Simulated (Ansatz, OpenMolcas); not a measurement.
How methods differ on C2H8GaN (SMILES [CH3][Ga]([CH3])[NH2])

The species is C2H8GaN (12 atoms), meant as a singlet with charge 0. As SMILES, `[CH3][Ga]([CH3])[NH2]`. Geometry: relaxed at PBE0-D4/def2-TZVP.

```
atom    x (Å)    y (Å)    z (Å)
   C  -0.4966   1.7951  -0.3831
  Ga  -0.0788  -0.0979  -0.0520
   C   1.4423  -0.7830   0.9894
   N  -1.2068  -1.3332  -0.7791
   H  -1.3899   1.9103  -0.9990
   H  -0.6593   2.3233   0.5599
   H   0.3361   2.2901  -0.8892
   H   1.4143  -0.3972   2.0116
   H   1.4434  -1.8733   1.0341
   H   2.3877  -0.4567   0.5484
   H  -2.0172  -1.1049  -1.3294
   H  -1.0982  -2.3280  -0.6775
```

Quantity: the vertical ionisation energy (to the doublet cation), in eV. The values are calculated.

| level | kind | program | value (eV) | CPU time (all runs) |
| --- | --- | --- | --- | --- |
| HF/cc-pVDZ | Hartree–Fock | Ansatz | 7.63 | 23 s |
| SVWN5/cc-pVDZ | LDA | Ansatz | 8.97 | 28 s |
| BLYP/cc-pVDZ | GGA | Ansatz | 8.61 | 51 s |
| PBE/cc-pVDZ | GGA | OpenMolcas | 8.77 | 5.5 min |
| revPBE/cc-pVDZ | GGA | Ansatz | 8.71 | 51 s |
| r2SCAN/cc-pVDZ | meta-GGA | Ansatz | 8.90 | 2.4 min |
| B3LYP/cc-pVDZ | global hybrid | Ansatz | 9.03 | 68 s |
| BHLYP/cc-pVDZ | global hybrid | OpenMolcas | 8.85 | 2.9 min |

All-electron rows without a relativistic Hamiltonian named are non-relativistic. The values span 7.63 to 9.03 eV. Times are those of the runs behind each value, whatever else they computed, on shared processors of several kinds: orders of magnitude only.
